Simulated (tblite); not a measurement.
C6H12N2Si.
Atom-mapped SMILES: `[CH2:1]=[CH:2][N:3]([SiH3:4])[C@@H:5]([CH3:6])[CH2:7][C:8]#[N:9]` (hydrogens: H10, H11 on C1; H12 on C2; H13, H14, H15 on Si4; H16 on C5; H17, H18, H19 on C6; H20, H21 on C7)

Cartesian coordinates in Å at the GFN2-xTB level; atoms count from 1:
```xyz
21
C6H12N2Si angstrom
C      2.6107   -1.0302    0.1639
C      1.2956   -0.8741    0.0874
N      0.6270    0.2867   -0.2521
Si     1.4775    1.7822   -0.5024
C     -0.8153    0.2043   -0.3596
C     -1.2746   -0.8080   -1.4093
C     -1.4540   -0.0944    1.0186
C     -2.8729    0.1321    0.9798
N     -3.9992    0.3223    0.9274
H      3.3025   -0.2369   -0.0529
H      3.0294   -1.9780    0.4488
H      0.6579   -1.7198    0.3096
H      0.4343    2.7828   -0.7166
H      2.2472    2.0978    0.7026
H      2.3469    1.6829   -1.6764
H     -1.1650    1.1925   -0.6741
H     -1.0004   -1.8243   -1.1359
H     -0.8154   -0.5757   -2.3675
H     -2.3562   -0.7601   -1.5158
H     -1.0120    0.5657    1.7708
H     -1.2730   -1.1307    1.3155
```

Method: GFN2-xTB as coded in tblite; computed harmonic values from a numerical Hessian at the method's own geometry, unscaled. This tight-binding method is rough: wavenumbers can miss measured ones by several per cent, in bad cases by 10 to 20. Modes of hydrogen on silicon can be 10 to 20 % off. One conformer, not necessarily the lowest.

Harmonic wavenumbers (cm⁻¹): 31.7, 46.9, 52.2, 129.1, 165.5, 177.5, 205.8, 238.5, 254.8, 303.2, 380.3, 391.4, 440.0, 514.1, 526.7, 567.3, 616.8, 643.0, 719.9, 774.5, 790.1, 810.5, 820.0, 864.6, 904.2, 979.4, 990.4, 1012.5, 1023.6, 1062.8, 1107.9, 1141.6, 1197.9, 1226.3, 1271.5, 1310.0, 1331.3, 1367.1, 1408.8, 1413.2, 1423.3, 1490.0, 1493.8, 1699.5, 2241.5, 2251.8, 2274.8, 2409.4, 2944.9, 2958.4, 2970.4, 3034.0, 3038.6, 3043.2, 3050.3, 3122.7, 3150.5.

A = 2355, B = 753.8, C = 680.1 MHz; mass 140.077 u (most abundant isotopes); point group C1, symmetry number 1.

**Question.** Zero-point energy?

**Answer.** Half the sum of the wavenumbers: 35905 cm⁻¹ = 429.52 kJ/mol.

**Question.** Entropy at 273.15 K, 1 bar (ideal gas, RRHO, classical rotation)?

**Answer.** Translation 168.67, rotation 124.29, vibration 145.29: S = 438.2 J/(mol K).

**Question.** And Cp and H(273.15 K) − H(0)?

**Answer.** Cp = 174.94 J/(mol K), of which vibrations give 141.68 (their classical limit is 57 R = 473.9); H(273.15 K) − H(0) = 29.18 kJ/mol without the zero-point energy, 20.09 from vibrations.

**Question.** Which modes carry the vibrational entropy at 273.15 K?

**Answer.** 31.7 cm⁻¹: 23.21; 46.9 cm⁻¹: 19.96; 52.2 cm⁻¹: 19.08; 129.1 cm⁻¹: 11.68; 165.5 cm⁻¹: 9.71; 177.5 cm⁻¹: 9.17 J/(mol K); the other 51 give 52.48 together.

**Question.** What must be added to the electronic energy to get the Gibbs energy at 273.15 K and 1 bar?

**Answer.** ZPE + [H(273.15 K) − H(0)] − T·S = 429.52 + 29.18 − 119.71 = 338.99 kJ/mol.

**Question.** Blend soft modes into free rotors: weight 1/[1 + (100 cm⁻¹/ν̃)⁴] for the oscillator and the rest for a rotor with moment μB/(μ + B), μ = h/(8π²ν), B = 10⁻⁴⁴ kg m². What vibrational entropy results?

**Answer.** 128.87 J/(mol K) in place of 145.29, which changes −T·S at 273.15 K by +4.48 kJ/mol.

Hindered rotation and anharmonicity are outside this model. Other conformers, if any are populated, would add a mixing term that is left out. The structure is chiral; the term R ln 2 for an equal mix with its mirror image is left out.
